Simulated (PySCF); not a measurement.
**How methods differ on the ionisation energy of F⁺**

F⁺ [He] 2s2 2p4 (3P) → F²⁺ [He] 2s2 2p3 (4S), as a difference of total energies. All numbers are calculated (PySCF 2.14, no relativity, point nucleus, in aug-cc-pVQZ (6s5p4d3f2g, 80 functions)). Correlated levels: valence: 1s2 frozen. The calculations carry no spin-orbit coupling.

Task: Order these methods by the ionisation energy they give, lowest first.
A. SCS-MP2 (valence)
B. r2SCAN
C. TPSSh
D. B2PLYP

Result: A (34.888 eV), B (35.116 eV), D (35.192 eV), C (35.404 eV).

Errors of the correlated levels include the incompleteness of this basis and the frozen core.

For comparison: 34.950 eV (measured; NIST levels, between the centres of gravity of the two terms).
